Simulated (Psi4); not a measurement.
Psi4 input (wB97X-D/6-311+G**):

```
memory 1500 MB

molecule {
-1 1
F    -1.64861500   -0.62439200    1.49964000
Si   -1.17547300   -0.29674700   -0.05682600
C     0.16861500    0.79895400   -0.33950900
Si    1.87547900    0.30465200   -0.52613700
H    -0.93118300   -1.67658300   -0.57921000
H    -2.48832300    0.18185100   -0.60880400
H    -0.03857000    1.86732200   -0.28952800
H     2.85880100    0.62987000    0.58025400
H     2.01680400   -1.17812500   -0.68910900
H     2.60823200    0.89079300   -1.71183800
symmetry c1
no_reorient
no_com
}

set {
  basis 6-311+G**
  reference rks
  scf_type df
  df_basis_scf def2-universal-jkfit
  dft_radial_points 99
  dft_spherical_points 590
  e_convergence 1e-8
  d_convergence 1e-7
  maxiter 150
}

e = energy('wb97x-d')
print_out(f'\nFINAL {e:.10f} DIPOLE {variable("CURRENT DIPOLE")[0]:.6f} {variable("CURRENT DIPOLE")[1]:.6f} {variable("CURRENT DIPOLE")[2]:.6f}\n')
```

Output:

```
   => Loading Basis Set <=

    Name: 6-311+G**
    Role: ORBITAL
    Keyword: BASIS
    atoms 1    entry F          line   192 file 6-311pgss.gbs
    atoms 2, 4 entry SI         line   351 file 6-311pgss.gbs
    atoms 3    entry C          line   129 file 6-311pgss.gbs
    atoms 5-10 entry H          line    42 file 6-311pgss.gbs

   => WB97X-D: Empirical Dispersion <=

    Chai and Head-Gordon Dispersion Correction
    Chai, J.-D.; Head-Gordon, M. (2010), J. Chem. Phys., 132: 6615-6620

        s6 =       1.000000

         ---------------------------------------------------------
                                   SCF
               by Justin Turney, Rob Parrish, Andy Simmonett
                          and Daniel G. A. Smith
                              RKS Reference
         ---------------------------------------------------------

  ==> Geometry <==

    Molecular point group: c1
    Full point group: C1

    Geometry (in Angstrom), charge = -1, multiplicity = 1:

       Center              X                  Y                   Z               Mass
    ------------   -----------------  -----------------  -----------------  -----------------
         F           -1.648615000000    -0.624392000000     1.499640000000    18.998403162730
         SI          -1.175473000000    -0.296747000000    -0.056826000000    27.976926534650
         C            0.168615000000     0.798954000000    -0.339509000000    12.000000000000
         SI           1.875479000000     0.304652000000    -0.526137000000    27.976926534650
         H           -0.931183000000    -1.676583000000    -0.579210000000     1.007825032230
         H           -2.488323000000     0.181851000000    -0.608804000000     1.007825032230
         H           -0.038570000000     1.867322000000    -0.289528000000     1.007825032230
         H            2.858801000000     0.629870000000     0.580254000000     1.007825032230
         H            2.016804000000    -1.178125000000    -0.689109000000     1.007825032230
         H            2.608232000000     0.890793000000    -1.711838000000     1.007825032230

  Running in c1 symmetry.

  Rotational constants: A =      0.40110  B =      0.06178  C =      0.05873 [cm^-1]
  Rotational constants: A =  12024.71628  B =   1852.14056  C =   1760.64984 [MHz]
  Nuclear repulsion =  208.498987006929468

  Charge       = -1
  Multiplicity = 1
  Electrons    = 50
  Nalpha       = 25
  Nbeta        = 25

  ==> Algorithm <==

  SCF Algorithm Type is DF.
  DIIS enabled.
  MOM disabled.
  Fractional occupation disabled.
  Guess Type is SAD.
  Energy threshold   = 1.00e-08
  Density threshold  = 1.00e-07
  Integral threshold = 1.00e-12

  ==> Primary Basis <==

  Basis Set: 6-311+G**
    Blend: 6-311+G**
    Number of shells: 72
    Number of basis functions: 140
    Number of Cartesian functions: 144
    Spherical Harmonics?: true
    Max angular momentum: 2

  ==> DFT Potential <==

   => LibXC <=

    Version 7.1.2
    S. Lehtola, C. Steigemann, M. J. T. Oliveira, and M. A. L. Marques,  SoftwareX 7, 1–5 (2018) (10.1016/j.softx.2017.11.002)

   => Composite Functional: WB97X-D <=

    wB97X-D Hyb-GGA Exchange-Correlation Functional

    J.-D. Chai and M. Head-Gordon,  Phys. Chem. Chem. Phys. 10, 6615–6620 (2008) (10.1039/B810189B)

    Deriv               =              1
    GGA                 =           TRUE
    Meta                =          FALSE

    Exchange Hybrid     =           TRUE
    MP2 Hybrid          =          FALSE

   => Exchange-Correlation Functionals <=

    1.0000   wB97X-D range-separated functional

   => Exact (HF) Exchange <=

    0.7780            HF,LR [omega = 0.2000]
    0.2220               HF

   => LibXC Density Thresholds  <==

    XC_HYB_GGA_XC_WB97X_D:  1.00E-14

   => Molecular Quadrature <=

    Radial Scheme          =       TREUTLER
    Pruning Scheme         =           NONE
    Nuclear Scheme         =       TREUTLER

    Blocking Scheme        =         OCTREE
    BS radius alpha        =              1
    Pruning alpha          =              1
    Radial Points          =             99
    Spherical Points       =            590
    Total Points           =         557938
    Total Blocks           =           3994
    Max Points             =            256
    Max Functions          =            131
    Weights Tolerance      =       1.00E-15

   => Loading Basis Set <=

    Name: DEF2-UNIVERSAL-JKFIT
    Role: JKFIT
    Keyword: DF_BASIS_SCF
    atoms 1    entry F          line   378 file def2-universal-jkfit.gbs
    atoms 2, 4 entry SI         line   737 file def2-universal-jkfit.gbs
    atoms 3    entry C          line   198 file def2-universal-jkfit.gbs
    atoms 5-10 entry H          line    18 file def2-universal-jkfit.gbs

  ==> Integral Setup <==

  SCF_SUBTYPE=INCORE selected. In-core MEM_DF algorithm will be used.
  Using in-core AOs.

  ==> MemDFJK: Density-Fitted J/K Matrices <==

    J tasked:                   Yes
    K tasked:                   Yes
    wK tasked:                  Yes
    Omega:                2.000E-01
    Algorithm:                 Core
    Schwarz Cutoff:           1E-12
    Mask sparsity (%):       6.5612
    Fitting Condition:        1E-10

   => Auxiliary Basis Set <=

  Basis Set: DEF2-UNIVERSAL-JKFIT
    Blend: DEF2-UNIVERSAL-JKFIT
    Number of shells: 162
    Number of basis functions: 516
    Number of Cartesian functions: 612
    Spherical Harmonics?: true
    Max angular momentum: 4

  Cached 50.0% of DFT collocation blocks in 0.761 [GiB].

  Minimum eigenvalue in the overlap matrix is 6.0298331562E-04.
  Reciprocal condition number of the overlap matrix is 7.3242494598E-05.
    Using symmetric orthogonalization.

  ==> Pre-Iterations <==

  SCF Guess: Superposition of Atomic Densities via on-the-fly atomic UHF (no occupation information).

   -------------------------
    Irrep   Nso     Nmo
   -------------------------
     A        140     140
   -------------------------
    Total     140     140
   -------------------------

  ==> Iterations <==

                           Total Energy        Delta E     RMS |[F,P]|

   @DF-RKS iter SAD:  -719.77643886500209   -7.19776e+02   0.00000e+00
   @DF-RKS iter   1:  -720.24091954383528   -4.64481e-01   6.60628e-03 ADIIS/DIIS
   @DF-RKS iter   2:  -720.11971002407881    1.21210e-01   6.81942e-03 ADIIS/DIIS
   @DF-RKS iter   3:  -720.62674074213419   -5.07031e-01   6.50752e-04 ADIIS/DIIS
   @DF-RKS iter   4:  -720.63091435302829   -4.17361e-03   1.95497e-04 ADIIS/DIIS
   @DF-RKS iter   5:  -720.63128531666598   -3.70964e-04   8.66366e-05 DIIS
   @DF-RKS iter   6:  -720.63135288870637   -6.75720e-05   3.22637e-05 DIIS
   @DF-RKS iter   7:  -720.63136749362741   -1.46049e-05   5.07286e-06 DIIS
   @DF-RKS iter   8:  -720.63136890934629   -1.41572e-06   1.60166e-06 DIIS
   @DF-RKS iter   9:  -720.63136906050988   -1.51164e-07   4.86525e-07 DIIS
   @DF-RKS iter  10:  -720.63136907165222   -1.11423e-08   1.45580e-07 DIIS
   @DF-RKS iter  11:  -720.63136907254852   -8.96307e-10   3.58306e-08 DIIS
  Energy and wave function converged.

  ==> Post-Iterations <==

   Electrons on quadrature grid:
      Ntotal   =   49.9999974275 ; deviation = -2.572e-06

    Orbital Energies [Eh]
    ---------------------

    Doubly Occupied:

       1A    -66.091443     2A    -66.071239     3A    -24.598250
       4A    -10.048558     5A     -5.222279     6A     -5.205234
       7A     -3.568611     8A     -3.566510     9A     -3.564344
      10A     -3.550361    11A     -3.549689    12A     -3.547773
      13A     -1.088413    14A     -0.576488    15A     -0.456521
      16A     -0.421305    17A     -0.348826    18A     -0.346022
      19A     -0.329951    20A     -0.281904    21A     -0.251096
      22A     -0.243507    23A     -0.226105    24A     -0.209151
      25A     -0.094575

    Virtual:

      26A      0.175430    27A      0.184415    28A      0.188840
      29A      0.193979    30A      0.207453    31A      0.210651
      32A      0.215314    33A      0.251552    34A      0.265956
      35A      0.266764    36A      0.281446    37A      0.287587
      38A      0.316996    39A      0.322537    40A      0.328821
      41A      0.340016    42A      0.359377    43A      0.365874
      44A      0.368876    45A      0.387144    46A      0.424288
      47A      0.474964    48A      0.477846    49A      0.487701
      50A      0.500874    51A      0.504286    52A      0.516748
      53A      0.541389    54A      0.563876    55A      0.572222
      56A      0.613473    57A      0.626238    58A      0.637194
      59A      0.661022    60A      0.686304    61A      0.725914
      62A      0.744344    63A      0.775120    64A      0.782664
      65A      0.806316    66A      0.846881    67A      0.888499
      68A      0.919305    69A      0.959831    70A      0.965736
      71A      1.062023    72A      1.065281    73A      1.097144
      74A      1.116366    75A      1.160215    76A      1.169627
      77A      1.206264    78A      1.245141    79A      1.439543
      80A      1.454467    81A      1.482926    82A      1.486683
      83A      1.497537    84A      1.533381    85A      1.545078
      86A      1.554629    87A      1.566420    88A      1.593080
      89A      1.669035    90A      1.687351    91A      1.702375
      92A      1.733471    93A      1.766504    94A      1.829024
      95A      1.834566    96A      1.858190    97A      1.876377
      98A      1.919286    99A      1.959303   100A      1.990391
     101A      2.004607   102A      2.118539   103A      2.162432
     104A      2.219274   105A      2.266081   106A      2.336454
     107A      2.349629   108A      2.357085   109A      2.388139
     110A      2.448211   111A      2.769586   112A      2.853223
     113A      2.891227   114A      2.911412   115A      2.928911
     116A      2.945577   117A      2.983143   118A      3.109445
     119A      3.510667   120A      3.786713   121A      4.069737
     122A      4.071254   123A      4.122606   124A      4.134823
     125A      4.376541   126A      5.954196   127A      5.993768
     128A      6.631406   129A      6.635085   130A      6.673143
     131A     11.699936   132A     11.707334   133A     11.720821
     134A     11.741387   135A     11.793847   136A     11.880272
     137A     24.035522   138A     67.148140   139A    141.480397
     140A    141.500075

    Final Occupation by Irrep:
              A
    DOCC [    25 ]
    NA   [    25 ]
    NB   [    25 ]

  @DF-RKS Final Energy:  -720.63136907254852

   => Energetics <=

    Nuclear Repulsion Energy =            208.4989870069294682
    One-Electron Energy =               -1421.8895990601099584
    Two-Electron Energy =                 535.7990181800772689
    DFT Exchange-Correlation Energy =     -43.0361272411521441
    Empirical Dispersion Energy =          -0.0036479582930364
    VV10 Nonlocal Energy =                  0.0000000000000000
    Total Energy =                       -720.6313690725485230

Computation Completed

Properties will be evaluated at   0.000000,   0.000000,   0.000000 [a0]

Properties computed using the SCF density matrix

 Multipole Moments:

 ------------------------------------------------------------------------------------
     Multipole            Electronic (a.u.)      Nuclear  (a.u.)        Total (a.u.)
 ------------------------------------------------------------------------------------

 L = 1.  Multiply by 2.5417464519 to convert [e a0] to [Debye]
 Dipole X            :         -0.1736567           -0.0000000           -0.1736567
 Dipole Y            :         -0.0703445           -0.0000113           -0.0703558
 Dipole Z            :         -0.0048978           -0.0000208           -0.0049185
 Magnitude           :                                                    0.1874321

 ------------------------------------------------------------------------------------

FINAL -720.6313690725 DIPOLE -0.173657 -0.070356 -0.004919

*** Psi4 exiting successfully. Buy a developer a beer!
```

The dipole moment of an ion depends on the origin.

The geometry given is a B3LYP-D3(BJ)/def2-TZVP minimum.
